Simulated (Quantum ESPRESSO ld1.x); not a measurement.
Q: Radial electron density D(r) = 4 pi r^2 rho(r) of an atom or ion with 36 electrons. Calculated with ld1.x of Quantum ESPRESSO 7.5: Dirac Kohn-Sham, LDA (Slater exchange, Perdew-Zunger correlation), spin-unpolarised, spherical densities, point nucleus.

```
   r/bohr * D(r) (the largest magnitude, 84.3, reaches the edge; | marks zero)
 0.001616 |  *
 0.001837 |  *
 0.002071 |   *
 0.002354 |    *
 0.002654 |     *
 0.003016 |      *
 0.003401 |       *
 0.003865 |         *
 0.004358 |           *
 0.004953 |             *
 0.005584 |                *
 0.006347 |                   *
 0.007156 |                      *
 0.008133 |                         *
  0.00917 |                             *
  0.01042 |                                *
  0.01175 |                                   *
  0.01336 |                                      *
  0.01506 |                                        *
  0.01711 |                                          *
   0.0193 |                                           *
  0.02193 |                                          *
  0.02473 |                                          *
   0.0281 |                                        *
  0.03169 |                                      *
  0.03601 |                                     *
  0.04061 |                                     *
  0.04615 |                                      *
  0.05204 |                                         *
  0.05914 |                                             *
  0.06668 |                                                 *
  0.07579 |                                                    *
  0.08545 |                                                      *
  0.09712 |                                                     *
   0.1095 |                                                 *
   0.1245 |                                            *
   0.1403 |                                       *
   0.1595 |                                    *
   0.1798 |                                     *
   0.2044 |                                       *
   0.2304 |                                           *
   0.2619 |                                            *
   0.2953 |                                          *
   0.3356 |                                   *
   0.3784 |                           *
   0.4301 |                   *
   0.4849 |              *
   0.5511 |           *
   0.6214 |          *
   0.7062 |          *
   0.7963 |        *
    0.905 |      *
     1.02 |   *
     1.16 | *
    1.308 |*
    1.486 *
    1.676 *
    1.904 *
    2.147 *
     2.44 *
```

What is the nuclear charge?

A: Z = 51. The innermost maximum, from 1s, lies near gamma/Z bohr with gamma = sqrt(1 - (Z/c)^2) = 0.928, here 0.0182 bohr (found: 0.0201), and its height grows with Z. The density is that of the antimony ion Sb15+ in [Kr]; the configuration itself is not fixed sharply by these data, and Z only to a few units. D(r) has 3 maxima, at r = 0.0201, 0.0868, 0.258 bohr, and minima at 0.0390, 0.167 bohr, inside which lie 2.02, 11.05 electrons.
